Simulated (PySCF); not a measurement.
## Radial density of Be⁺ (beryllium, charge +1)

PBE, [He] 2s1, 2S determinant. Calculation: PySCF 2.14, in x2c-SVPall (3s2p, 9 functions); the spin-free X2C one-electron Hamiltonian (Gaussian nucleus).

| r (bohr) | 4πr²ρ (e/bohr) | 4πr²(ρα − ρβ) |
| --- | --- | --- |
| 0.00708 | 0.01961 | 0.0007 |
| 0.0119 | 0.05466 | 0.0019 |
| 0.0200 | 0.1486 | 0.0052 |
| 0.0337 | 0.3815 | 0.0132 |
| 0.0567 | 0.8902 | 0.0298 |
| 0.0953 | 1.868 | 0.0590 |
| 0.160 | 3.184 | 0.0885 |
| 0.270 | 3.954 | 0.0796 |
| 0.454 | 2.859 | 0.0144 |
| 0.763 | 0.9303 | 0.0384 |
| 1.28 | 0.3559 | 0.2843 |
| 2.16 | 0.4450 | 0.4443 |
| 3.63 | 0.1411 | 0.1410 |
| 6.11 | 0.001468 | 0.0014 |

Densities and radii are taken from the X2C orbitals without a picture-change correction, which distorts them close to the nucleus.
